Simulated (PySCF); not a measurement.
A mixed set of molecules. The calculation used PySCF 2.14.0, density-fitted response routines, TDDFT PBE0/def2-SVPD, vertical, gas phase, core orbitals frozen in the response. Geometries: GFN2-xTB; one conformer of each isolated species. Triplets are in the Tamm–Dancoff approximation.

Question: Rank by computed lowest singlet excitation energy, lowest first.
A. `C(/C)=N/N=C(C)C`
B. `FC(CC(=O)NC)(F)F`
C. `[H]/N=C\C=N/C(C)C`
D. `NCC1=CCNC1`
E. `n1ncc(C#C)cn1`

Answer: E (3.12 eV), C (3.43 eV), A (4.95 eV), D (5.65 eV), B (5.87 eV).

| SMILES | S1 (eV) | HOMO (eV) | T1 (eV) | f (S1) | α (au) | LUMO (eV) | S1 mainly |
| --- | --- | --- | --- | --- | --- | --- | --- |
| C#Cc1cnnnc1 | 3.12 | -7.28 | 2.29 | 0.003 | 76.9 | -2.60 | H→L (99%) |
| [H]/N=C\C=N/C(C)C | 3.43 | -7.09 | 2.73 | 0.002 | 80.0 | -1.92 | H→L (99%) |
| C/C=N\N=C(C)C | 4.95 | -6.53 | 4.04 | 0.005 | 82.5 | 0.10 | H→L (73%) |
| NCC1=CCNC1 | 5.65 | -6.46 | 4.36 | 0.006 | 73.9 | 0.52 | H→L (81%) |
| CNC(=O)CC(F)(F)F | 5.87 | -7.91 | 5.34 | 0.001 | 62.8 | 0.13 | H→L+1 (56%) |

H and L stand for HOMO and LUMO.

- `C#Cc1cnnnc1`: Löwdin shares by element: HOMO nitrogen 88%, carbon 5% or more; LUMO nitrogen 31% or more, carbon 31% or more (atoms not listed hold the other 39%).
- `[H]/N=C\C=N/C(C)C`: Löwdin shares by element: HOMO nitrogen 57%, carbon 19% or more (atoms not listed hold the other 24%); LUMO nitrogen 52%, carbon 37% or more.
- `C/C=N\N=C(C)C`: Löwdin shares by element: HOMO nitrogen 57%, carbon 25% or more (atoms not listed hold the other 18%); LUMO nitrogen 40%, carbon 32% or more (atoms not listed hold the other 29%).
- `NCC1=CCNC1`: Löwdin shares by element: HOMO nitrogen 58%, carbon 16% or more (atoms not listed hold the other 26%); LUMO carbon 55% or more, hydrogen 7% or more (atoms not listed hold the other 38%).
- `CNC(=O)CC(F)(F)F`: Löwdin shares by element: HOMO (one of a set within 0.03 eV) oxygen 49%, nitrogen 24%, carbon 15% or more; LUMO carbon 26% or more, hydrogen 22% or more, nitrogen 10% (atoms not listed hold the other 42%).
